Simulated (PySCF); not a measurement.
**Li⁻ (lithium, charge -1) across methods**

[He] 2s2, closed-shell 1S. All numbers are calculated (PySCF 2.14, no relativity, point nucleus, in aug-cc-pVDZ). The B2PLYP total includes its PT2 part (frozen core); its orbital energies are those of the SCF part.

```tsv
method	E (hartree)	mean ε 1s (eV)	mean ε 2s (eV)	Σ⟨r²⟩ (bohr²)	⟨S²⟩
r2SCAN	-7.4951	-48.520	0.824	79.57	0.000
LDA	-7.3629	-45.676	0.834	80.47	0.000
B2PLYP	-7.4855	-55.604	0.214	79.71	0.000
PBE0	-7.4843	-50.857	0.477	75.75	0.000
wB97M-V	-7.4888	-53.928	-0.532	85.22	0.000
MN15	-7.5155	-52.320	0.106	102.2	0.000
UHF	-7.42739	-63.060	-0.381	85.52	0.000
BP86	-7.5030	-46.954	0.797	78.10	0.000
PBE	-7.4793	-46.699	0.895	76.94	0.000
```

The highest occupied level is positive at r2SCAN, LDA, B2PLYP, PBE0, MN15, BP86, PBE: only the finite basis holds that electron, which in a density functional comes from self-interaction.
